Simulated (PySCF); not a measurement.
C7H10N2S.
SMILES with atom numbers: `[CH2:1]=[C:2]([CH2:3][CH3:4])[c:5]1[n:6][c:7]([CH3:8])[n:9][s:10]1` (hydrogens: H11, H12 on C1; H13, H14 on C3; H15, H16, H17 on C4; H18, H19, H20 on C8)

Cartesian coordinates in Å at the PBE0-D3(BJ)/def2-SVP level; atoms count from 1:
```xyz
20
C7H10N2S angstrom
C     -1.791    2.098   -0.445
C     -1.133    0.976   -0.114
C     -1.832   -0.319    0.201
C     -1.631   -1.389   -0.868
C      0.332    0.954   -0.039
N      1.023   -0.027    0.481
C      2.359    0.251    0.415
C      3.353   -0.718    0.954
N      2.738    1.383   -0.132
S      1.387    2.206   -0.622
H     -1.269    3.035   -0.660
H     -2.882    2.114   -0.500
H     -2.905   -0.112    0.334
H     -1.447   -0.693    1.163
H     -0.566   -1.638   -0.977
H     -2.167   -2.311   -0.599
H     -2.009   -1.050   -1.845
H      3.177   -0.885    2.027
H      3.245   -1.691    0.451
H      4.370   -0.340    0.805
```

The closed-shell ground state was solved at several levels (PySCF, density fitting, gas phase, non-relativistic).

```csv
level,basis functions,HOMO (eV),LUMO (eV),gap (eV),dipole (D)
PBE0/pcSseg-1,227,-7.16,-1.87,5.29,1.84
CAM-B3LYP/def2-SVPD,287,-8.36,-0.86,7.50,1.81
```

(1) What might KT2/pcSseg-1 (227 basis functions) give for the same quantities?

(2) Over all these levels, which gives the widest orbital gap and which the narrowest?

(3) How far do the dipole and the HOMO energy spread over the levels?

Answers

(1) HOMO -6.11 eV, LUMO -2.64 eV, gap 3.47 eV, dipole 1.71 D.

(2) CAM-B3LYP/def2-SVPD (range-separated hybrid) has the widest, 7.50 eV, and KT2/pcSseg-1 (GGA) the narrowest, 3.47 eV. Functional and basis both differ between the two, so the spread mixes both effects.

(3) The dipole runs from 1.71 to 1.84 D (mean 1.79 D) and the HOMO from -8.36 to -6.11 eV.

One conformer stands for the species.
